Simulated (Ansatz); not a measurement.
System: BHI, charge 0, doublet. BHI (SMILES [BH]I, doublet).
B3LYP-D3(BJ)/def2-TZVP minimum from Ansatz (a program for electronic structure):
```xyz
3

B     -1.0537     0.9595    -1.2016
H     -2.0146     0.5147    -1.7397
I      0.1374    -0.1002     0.1462
```
Charge 0, spin multiplicity 2.

Total energies in def2-SVP, 11 correlated electrons, 10 frozen orbitals. UHF or UKS for unpaired electrons; spin-orbit terms are left out. Cores are frozen in correlated methods (noble-gas shells, and filled d and f shells in the p block). Past Kr the def2 sets carry scalar-relativistic core potentials. Spin-orbit terms, left out, reach several kcal/mol for Br and I, and more for heavier atoms.

| method | program | energy (Eh) | minus CCSDTQ (mEh) |
|---|---|---|---|
| HF | Ansatz | -321.84624 | 188.68 |
| MP2 | Ansatz | -322.00536 | 29.56 |
| CCSD | Ansatz | -322.02828 | 6.64 |
| CCSD(T) | Ansatz | -322.03373 | 1.19 |
| CCSDT(Q) | Ansatz | -322.03498 | -0.06 |
| CCSDTQ | Ansatz | -322.03492 | 0.00 |

Rough core times of Ansatz's runs on a shared machine: CCSD(T) under 20 s, CCSDT(Q) 40 s, CCSDTQ 30 min.
